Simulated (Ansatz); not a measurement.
The cluster InN2⁻. Total charge -1; triplet. Geometry r2SCAN-D4/def2-TZVP, that of the neutral doublet; atoms count from 1.

```xyz
3

In    1.4177    1.2016    0.0388
N    -0.5987   -0.7477    0.5067
N    -0.8190   -0.4538   -0.5455
```

In the def2 sets In takes a core potential; there is no spin–orbit coupling. The highest occupied level of the charge -1 triplet lies above zero (up to 1.12 eV). By energy differences its removal costs 0.43 eV (vertical, to the charge 0 doublet, at PBE0-D4/def2-TZVPD); a positive level beside a positive removal energy at the same level points to self-interaction error. The structure comes from a short search, and lower isomers may exist.

**Question.** Estimate the Mulliken populations from the PBE0/def2-TZVPD orbitals of Ansatz.

**Answer.** 
| atom | charge (e) | spin (α − β) |
| --- | --- | --- |
| In1 | -0.80 | 1.74 |
| N2 | -0.10 | 0.13 |
| N3 | -0.10 | 0.13 |
Mulliken values and Mayer orders depend strongly on the basis. With diffuse functions, as here, like atoms can get unlike values, and bond orders can come out too low or too high.

**Question.** Where does the spin sit?

**Answer.** Summed by element: In 1.74, N 0.26, of 2 unpaired in all. Largest on single atoms: In1 1.74, N3 0.13, N2 0.13.

**Question.** And the Mayer bond orders between bonded heavy atoms (over 0.3)?

**Answer.** N2–N3 2.31 (1.11 Å).
